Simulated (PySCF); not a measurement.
**Frontier orbitals and the lowest excitations**

Compound: Al(NCO)3, C₃AlN₃O₃.
Structure used (PBE0-D3(BJ)/def2-SVP), in Å, numbered top down from 1:
```xyz
10
C3AlN3O3 angstrom
Al    -0.0150   -0.0111    0.0025
N      1.7397   -0.0313   -0.0520
C      2.9412   -0.0352   -0.0787
O      4.1064   -0.0399   -0.1053
N     -0.8699    1.5218   -0.0097
C     -1.4157    2.5926   -0.0233
O     -1.9460    3.6303   -0.0362
N     -0.9053   -1.5224    0.0682
C     -1.4775   -2.5789    0.1023
O     -2.0333   -3.6026    0.1365
```

Computed with TDDFT wB97X-D/def2-SVPD, vertical, gas phase, core orbitals frozen in the response (PySCF).

Frontier orbitals with the atoms that hold most of them (Löwdin shares over 4%, at most four atoms; ? is withheld):

```tsv
orbital	ε (eV)	atoms
LUMO+2	1.88	Al1 19%, C6 16%, C9 15%, C3 13%
LUMO+1	0.53	Al1 71%, N8 4%, N5 4%, N2 4%
LUMO	0.03	?
HOMO	-10.79	N2 18%, N5 17%, N8 16%, O4 11%
HOMO-1	-11.16	N2 32%, O4 22%, C3 11%, N5 10%
HOMO-2	-11.17	N8 26%, N5 22%, O10 18%, O7 15%
HOMO-3	-11.45	N8 24%, N5 20%, O10 18%, O7 15%
```

Give the leading atoms of the LUMO.

Al1 (bonded to 3 N) 40%; N8 (bonded to Al and C) 10%; N5 (bonded to Al and C) 10%; N2 (bonded to Al and C) 10%. By element: aluminium 40%, nitrogen 29%.

How does S1 compare with the orbital gap of 10.82 eV?

S1 is at 6.23 eV (f = 0.0000), 4.59 eV below the gap, made of HOMO→LUMO (89%). 

Give energy, strength and leading configuration of S1 and S6, and follow the Löwdin shares of the leading atoms from the occupied to the empty orbital.

- S1 (6.23 eV, f 0.0000), HOMO→LUMO (89%): N2 18% → 10%, N5 17% → 10%, Al1 at most 12% → 40%, N8 16% → 10%
- S6 (7.23 eV, f 0.0004), HOMO→LUMO+1 (88%): N2 18% → 4%, N5 17% → 4%, Al1 at most 12% → 71%, N8 16% → 4%

Orbitals of the list HOMO-3 to LUMO+2 that lie within 0.01 eV of each other are written together with a slash and their weights summed (≥ marks a lower bound); for degenerate orbitals outside that list single weights are arbitrary.

The run took 3.2 min of wall time (grids of density and orbitals included) on an Arm Neoverse V1 with one thread, no GPU, on a shared host, and the process peaked at 1.2 GiB of memory.
